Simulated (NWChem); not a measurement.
# Extrapolating the MP2 correlation energy of BCl

```xyz
2

B      0.0000     0.0000    -1.3285
Cl     0.0000     0.0000     0.3907
```
Charge 0, spin multiplicity 1.

All runs are NWChem calculations. Structure: optimised with PBE0/def2-SVP, a minimum by its harmonic frequencies.

The correlated methods keep 6 core orbitals frozen. The structure started from a generated list of species.

Worked example. The MP2 correlation energy is -259.51 mHa in cc-pVTZ and -283.08 mHa in cc-pVQZ. The form E(X) = E∞ + A/X³ turns the pair into an estimate of the basis-set limit.

E∞ = (4³·(-283.08) − 3³·(-259.51))/(4³ − 3³) = -300.3 mHa. The larger basis holds 94 % of that. This is a two-point estimate.
